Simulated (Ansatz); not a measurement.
Total energies of Sn₂S from Ansatz at PBE-D4/def2-TZVP, gas phase (1 Eh = 27.2114 eV = 2625.5 kJ/mol). The reference geometry is relaxed at B3LYP-D4/def2-TZVP.

```xyz
3

Sn   -0.021    1.102   -1.169
Sn    1.164   -0.965    0.544
S    -1.143   -0.137    0.626
```

```json
{"state": "charge 0 singlet", "geometry": "reference", "energy (Eh)": "-826.72876"}
{"state": "charge 1 doublet", "geometry": "reference", "energy (Eh)": "-826.47400"}
{"state": "charge 0 triplet", "geometry": "relaxed at B3LYP-D4/def2-TZVP", "energy (Eh)": "-826.70754"}
{"state": "charge 0 quintet", "geometry": "relaxed at B3LYP-D4/def2-TZVP", "energy (Eh)": "-826.60770"}
{"state": "free Sn atom (triplet)", "geometry": "–", "energy (Eh)": "-214.24935"}
{"state": "free S atom (triplet)", "geometry": "–", "energy (Eh)": "-397.93833"}
```

In the def2 sets Sn takes a core potential; there is no spin–orbit coupling.

(1) Work out the vertical ionisation energy to the doublet.

(2) Which of the charge 0 states is lowest, and how far above it are the others?

(3) What is the binding energy per atom against free atoms?

(1) E(charge 1 doublet) − E(charge 0 singlet) = -826.47400 − (-826.72876) = 0.25476 Eh = 6.93 eV. For comparison, −ε of the highest occupied level is 4.40 eV at this level, 2.53 eV less.

(2) The singlet. triplet: -826.70754 − (-826.72876) = 0.02122 Eh = 55.7 kJ/mol; quintet: -826.60770 − (-826.72876) = 0.12106 Eh = 317.8 kJ/mol.

(3) Atoms: 2 × (-214.24935) + 1 × (-397.93833) = -826.43703 Eh. Binding: -826.43703 − (-826.72876) = 0.29173 Eh = 7.94 eV, or 2.65 eV for each of 3 atoms (no zero-point energy, no counterpoise term).

The structure comes from a short search, and lower isomers may exist.
